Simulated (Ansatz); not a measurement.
Consider the ligand exchange at the Sn–Se bond: `[F][SnH]([Cl])[SeH]` + NH₃ → `[NH2][SnH]([F])[Cl]` + H₂Se.

Program: Ansatz. Geometries: PBE0-D4/def2-TZVP. ΔE: electronic, gas phase. CBS: MP2 limit from def2 TZ/QZ plus the TZ coupled-cluster correction, frozen cores. This one scheme is used for every species. DFT in def2-TZVPP. HSE06 is defined as in plane-wave codes. def2 core potentials past Kr. For Se, Sn outer-core shells are correlated without core-valence functions, which leaves a few kJ/mol of doubt a bond. Scalar relativity is left out up to krypton. One conformer a species, not always the lowest.

`[F][SnH]([Cl])[SeH]`:

Z-matrix (Å, degrees):
```
Sn
Cl 1 2.309
Se 1 2.495 2 110.2
F 1 1.912 2 102.7 3 -115.7
H 1 1.695 2 111.6 3 130.1
H 3 1.470 1 90.0 2 -40.3
```

NH₃:

Z-matrix (Å, degrees):
```
N
H 1 1.013
H 1 1.013 2 107.1
H 1 1.013 2 107.1 3 -114.5
```

`[NH2][SnH]([F])[Cl]`:

```xyz
7

N     0.828    1.045    0.053
Sn   -0.565   -0.357   -0.225
F    -1.107   -1.088    1.465
Cl    0.482   -2.087   -1.332
H     1.741    0.649    0.240
H     0.608    1.700    0.794
H    -1.987    0.137   -0.995
```

H₂Se:

Z-matrix (Å, degrees):
```
Se
H 1 1.467
H 1 1.467 2 91.2
```

CCSD(T)/CBS gives +75.4 kJ/mol.

Q: Another level gave +75.3 kJ/mol. Which?
A. RPA@PBE/def2-TZVPP
B. CAM-B3LYP-D4/def2-TZVPP
C. HSE06-D4/def2-TZVPP
D. PBE-QIDH/def2-TZVPP

A: D. PBE-QIDH 75.3, CAM-B3LYP-D4 69.4, RPA@PBE/def2-TZVPP 62.5, HSE06-D4 79.6 kJ/mol.

Q: What do rigid-rotor, harmonic-oscillator terms from PBE0-D4/def2-TZVP frequencies (298.15 K, 1 bar) make of the CCSD(T)/CBS value? (Estimate.)

A: Computed: ΔZPE = -9.2 kJ/mol, ΔH = +65.1 kJ/mol, ΔS = 4 J/(mol·K), ΔG = +64.1 kJ/mol.

Largest T1 diagnostic among the species: 0.013.

Leaving LDA and LC-ωPBE aside and taking each functional with its dispersion term where it has one, the values, not all of them listed here, spread over 10.2 kJ/mol, from ωB97X-V to HSE06-D4. LDA lies −3.3 kJ/mol from PBE without D4. At CCSD(T), def2-SVP lies −6.9 kJ/mol from the extrapolated value and def2-TZVPP −8.4 kJ/mol.

CCSD(T)/CBS has its own doubt, a few kJ/mol and more with outer-core shells, so smaller differences from it don't rank the levels.
